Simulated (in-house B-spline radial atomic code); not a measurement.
# Ionising the tin ion Sn²⁰⁺ with different functionals

Computed with a radial B-spline atomic code at the basis-set limit: scalar-relativistic (spin-free X2C) Hamiltonian, Fermi nucleus of rms radius 4.6519 fm, spin-polarised at highest spin, spherical fractional occupations for the functionals. The ionisation energy is the difference of two self-consistent energies, [Ar] 3d10 4s2 → [Ar] 3d10 4s1, without Breit or QED terms; ε is the level of the shell that loses the electron (its least bound occupied spin orbital). There is no spin-orbit coupling in this Hamiltonian.

```
           method                    rung  ΔSCF (eV)  -ε(4s) (eV)
         LDA VWN5                     LDA     612.69       598.36
LDA exchange-only                     LDA     610.25       596.21
           PBEsol                     GGA     611.77       597.50
             OLYP                     GGA     611.36       596.85
          revTPSS                meta-GGA     610.69       596.93
            wB97X  range-separated hybrid     609.30       603.58
          LC-wPBE  range-separated hybrid     612.53       603.81
```

**Question.** Among the functionals, which spreads more, the ΔSCF values or the orbital energies?

**Answer.** The orbital energies: ΔSCF values span about 3.39 eV and the orbital energies 7.60 eV.

**Question.** How do they compare with the NIST value?

**Answer.** NIST lists 608 eV ± 4 (tabulated theory, ground level to ground level). Errors run from +1.30 to +4.69 eV; all lie within about twice that uncertainty, so the table can't rank the methods.
